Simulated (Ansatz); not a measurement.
Cost and result up the ladder for `[Ag][S]CCCCc1ccc(/N=N/c2ccccc2)cc1` (37 atoms). Charge 0, multiplicity 1. Geometry: r2SCAN-D4/def2-SVP.

```xyz
37

Ag    1.8951    3.6290   -5.1417
S     3.5847    2.1582   -4.5151
C     3.9033    2.6541   -2.7815
C     2.6651    2.7903   -1.9053
C     2.9957    3.0877   -0.4449
C     1.7532    3.3442    0.4247
C     0.8218    2.1629    0.4977
C    -0.3647    2.1190   -0.2506
C    -1.2008    1.0046   -0.1996
C    -0.8652   -0.0969    0.6038
N    -1.7777   -1.1670    0.5915
N    -1.4667   -2.1411    1.3280
C    -2.3825   -3.2115    1.3177
C    -2.0401   -4.3107    2.1232
C    -2.8795   -5.4235    2.1863
C    -4.0643   -5.4440    1.4438
C    -4.4082   -4.3470    0.6387
C    -3.5770   -3.2334    0.5702
C     0.3251   -0.0671    1.3589
C     1.1490    1.0488    1.2986
H     4.5510    1.8505   -2.3858
H     4.4994    3.5823   -2.7575
H     2.0609    1.8700   -1.9840
H     2.0324    3.6059   -2.3161
H     3.6559    3.9720   -0.3844
H     3.5708    2.2445   -0.0194
H     2.0823    3.6121    1.4437
H     1.2081    4.2178    0.0271
H    -0.6339    2.9740   -0.8793
H    -2.1298    0.9558   -0.7738
H    -1.1070   -4.2579    2.6903
H    -2.6107   -6.2768    2.8154
H    -4.7253   -6.3144    1.4911
H    -5.3378   -4.3683    0.0615
H    -3.8214   -2.3667   -0.0473
H     0.5678   -0.9294    1.9833
H     2.0709    1.0722    1.8907
```

Ansatz on 2 threads of AMD EPYC 7R13 on a shared host and a share (18 GiB) of an NVIDIA H100 80GB HBM3. Times are rough, and most runs start from the orbitals of an earlier one. No level here is sound enough to serve as a yardstick. Binding counts from free atoms at the same level (Ag doublet, S triplet, C triplet, N quartet, H doublet; other spins of the atoms weren't run), without zero-point energy or a counterpoise term.

In the def2 sets Ag takes a core potential; there is no spin–orbit coupling. Single mean-field runs in def2-TZVP are fitted with def2-universal-jkfit.

Run but left out: MP2/def2-SVP (restricted singlet, unstable towards broken spin symmetry).

```
                             level  functions  wall time
   PBE0-D4/def2-TZVP (with forces)        737      7.5 s
                   PBE-D4/def2-SVP        386        8 s
                  PBE0-D4/def2-SVP        386        8 s
              r2SCANh-D4/def2-TZVP        737      8.5 s
               r2SCAN-D4/def2-TZVP        737        9 s
                  PBE-D4/def2-TZVP        737        9 s
                 ωB97M-V/def2-TZVP        737      9.5 s
r2SCAN0-D4/def2-TZVP (with forces)        737       11 s
```

Task: Estimate what each level gives for the binding energy per atom (eV).

Result: 
| level | binding energy per atom (eV) | remarks |
| --- | --- | --- |
| PBE0-D4/def2-TZVP (with forces) | 4.76 | restricted SCF unstable in HF |
| PBE-D4/def2-SVP | 4.94 | – |
| PBE0-D4/def2-SVP | 4.83 | restricted SCF unstable in HF |
| r2SCANh-D4/def2-TZVP | 4.68 | restricted SCF unstable in HF |
| r2SCAN-D4/def2-TZVP | 4.71 | restricted SCF unstable in HF |
| PBE-D4/def2-TZVP | 4.87 | restricted SCF unstable in HF |
| ωB97M-V/def2-TZVP | 4.69 | restricted SCF unstable in HF |
| r2SCAN0-D4/def2-TZVP (with forces) | 4.63 | restricted SCF unstable in HF |
